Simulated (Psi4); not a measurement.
C₄HCoO₄, singlet, geometry from GFN2-xTB (such geometries of metal compounds can be far from the true shape). Base run: B3LYP/6-31G** (Psi4).

Geometry (Å):
```xyz
10

Co     0.1687    -0.2159     0.0685
O      2.1158     0.2985    -2.0683
C      1.3542     0.1088    -1.2438
O      0.7266     0.7534     2.7835
C      0.5030     0.3875     1.7290
O     -1.5613     1.9990    -0.6345
C     -0.8816     1.1287    -0.3582
O     -1.8869    -2.2752    -0.3269
C     -1.0983    -1.4681    -0.1768
H      1.0282    -1.3165     0.4178
```
All else is at Psi4's defaults (density fitting, Cartesian functions).
Base energy -1836.61144 Eh.

Each row names what was changed in the base input (with any setting that the change needs).

```
change                        ΔE vs base (mEh)  SCF cycles  grid points  basis functions        outcome
----------------------------  ----------------  ----------  -----------  ---------------  -------------
base                                     0.000          18       214994              164      converged
guess = modhuckel                        0.000          14       214994              164      converged
puream = false                           0.000          18       214994              164      converged
guess = huckel                           0.000          15       214994              164      converged
e_convergence = 1e-4                     0.000          18       214994              164      converged
basis_guess = true                       0.000           9       214994              164      converged
e_convergence = 1e-8                     0.000          19       214994              164      converged
guess = core                             0.000          25       214994              164      converged
dft_spherical_points = 110               0.098          19        78357              164      converged
scf_type = cd                                -           -            -              164  input refused
diis_max_vecs = 3                            -           -            -              164  not converged
dft_radial_scheme = multiexp             0.673          18       224164              164      converged
dft_pruning_scheme = robust             -0.010          18       147492              164      converged
```

- scf_type = cd: ended with `Fatal Error: Not enough memory for CD.`
